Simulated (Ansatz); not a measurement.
C2H7ClSi2 can be A, `[SiH3]/C=C(\[SiH3])Cl`, or B, `C=C(Cl)[SiH2][SiH3]`.

Isolated molecules relaxed with PBE0-D4/def2-TZVP in Ansatz; ΔE leaves out vibrations. CCSD(T)/CBS adds triple-zeta CCSD(T) − MP2 to the extrapolated MP2 energy (def2 sets, frozen cores). DFT in def2-TZVPP. B3LYP here is the variant with VWN-RPA as its local correlation; programs differ in this. Each species was taken in one conformer, which may not be the lowest.

A:

Z-matrix (Å, degrees):
```
Si
C 1 1.872
H 1 1.486 2 111.4
H 1 1.485 2 107.4 3 119.2
H 1 1.486 2 111.4 3 -121.6
C 2 1.331 1 125.4 3 61.4
H 2 1.090 1 116.9 3 -118.7
Cl 6 1.749 2 120.0 1 180.0
Si 6 1.874 2 128.0 1 -0.0
H 9 1.483 6 109.1 2 119.8
H 9 1.483 6 109.0 2 -120.4
H 9 1.485 6 108.7 2 -0.4
```

B:

Z-matrix (Å, degrees):
```
Si
Si 1 2.341
C 1 1.873 2 110.0
H 1 1.489 2 110.9 3 -118.8
H 1 1.487 2 110.1 3 120.1
H 2 1.486 1 110.7 3 -64.3
H 2 1.488 1 109.5 3 175.7
H 2 1.487 1 109.7 3 56.4
Cl 3 1.743 1 114.2 2 61.0
C 3 1.326 1 125.8 2 -117.5
H 10 1.085 3 122.5 1 178.5
H 10 1.084 3 119.6 1 -1.6
```

Q: Which is lower in electronic energy at CCSD(T)/CBS, and by how much? (Estimate.)

A: Ansatz gave: B, by 1.6 kcal/mol.

Q: Give E(B) − E(A) in kcal/mol with ωB97M-V, PBE0-D4, B2PLYP, MP2/def2-TZVPP, CCSD/def2-TZVPP, B3LYP, PBE-D4. (Estimate.)

A: The calculation gave: ωB97M-V -0.9, PBE0-D4 -3.6, B2PLYP -1.3, MP2/def2-TZVPP -0.2, CCSD/def2-TZVPP -1.7, B3LYP -2.2, PBE-D4 -3.8. None reverses the order clearly.

Largest T1 diagnostic: 0.012.
